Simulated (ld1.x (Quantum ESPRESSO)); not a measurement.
# Cutoff test, gadolinium (Gd), PAW

* Element: gadolinium
* Generator: ld1.x (Quantum ESPRESSO) 7.5
* Type: PAW
* Functional: PBEsol
* Relativity: non-relativistic
* Frozen core: [Kr]
* Valence charge: 28
* Reference configuration: 4d10 4f7 5s2 5p6 5d1 6s1.75 6p0.25
* Partial waves: 5s (bound): rcut 1.80, rcutus 2.20 bohr; 6s (bound): rcut 1.80, rcutus 2.20 bohr; 5p (bound): rcut 2.35, rcutus 2.85 bohr; 6p (bound): rcut 2.35, rcutus 2.85 bohr; 4d (bound): rcut 0.85, rcutus 1.00 bohr; 5d (bound): rcut 0.85, rcutus 1.00 bohr; 4f (bound): rcut 1.10, rcutus 1.20 bohr; 4f channel at -0.65 Ry: rcut 1.10, rcutus 1.20 bohr
* Local potential: all-electron potential smoothed inside 2.65 bohr (lloc = -2)
* Core correction: Bessel-smoothed model core, default radius (core density twice the valence density)
* Augmentation charge: PSQ, inside the norm-conserving radii

The pseudo-atom Hamiltonian at the reference potential is diagonalised in spherical Bessel functions j_l(qr) that vanish at 20 bohr, with q² up to the cutoff. All-electron valence levels (Ry): 5s -3.2316, 6s -0.2908, 5p -1.9713, 6p -0.1155, 4d -11.0846, 5d -0.2611, 4f -0.9847.

Task: How do the lowest levels (Ry) of each channel move with the cutoff, and are there ghosts?

Result:

```
cutoff (Ry)     s #1     s #2     p #1     p #2    p #3      d #1     d #2     f #1  Σ f·Δε (mRy)
          8  -3.2213  -0.2808  -1.9670  -0.0906  0.0431   -0.5120   0.0263   0.0865      113545.8
         25  -3.2317  -0.2909  -1.9714  -0.1154  0.0352   -5.8849  -0.0091   0.0864       59747.3
         50  -3.2317  -0.2909  -1.9714  -0.1155  0.0352  -10.1248  -0.0256  -0.4149       13821.7
        100  -3.2317  -0.2909  -1.9714  -0.1155  0.0352  -11.0690  -0.0901  -0.9826         342.0
        180  -3.2317  -0.2909  -1.9714  -0.1155  0.0352  -11.0840  -0.2594  -0.9845           9.2
        400  -3.2317  -0.2909  -1.9714  -0.1155  0.0352  -11.0846  -0.2611  -0.9847           0.0
```

Result: no extra level below or beside the all-electron valence levels (s, p, d, f tested); 10 mRy is reached at 180 Ry and 1 mRy at 300 Ry.

Test run stopped at test 1 of 7 (negative rho).
